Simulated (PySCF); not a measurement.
MgH2, optimised at B3LYP/6-31G*:

```xyz
3

Mg     0.0000     0.0000     0.0000
H      1.0012     1.0110    -0.9533
H     -1.0012    -1.0110     0.9533
```

Method: PySCF energies (xtb for GFN2) plus ideal-gas RRHO corrections (1 bar). 6-31G* has spherical d functions here. All species are closed-shell singlets. B3LYP is the form with VWN-RPA correlation. MgH2: computed as isolated molecules; such fragments, hydroxides, amides, oligomers or adducts are transient or little studied in the gas.

Question: List the harmonic frequencies (cm⁻¹, unscaled) at this level and at the other levels, each on its own geometry.

Answer: 
- B3LYP/6-31G*: 454, 454, 1597, 1630
- GFN2-xTB: 289, 289, 1303, 1336
- HF/6-31G*: 476, 476, 1641, 1668
- PBE/def2-SVP: 488, 488, 1549, 1589
- PBE0/def2-TZVP: 452, 452, 1606, 1635
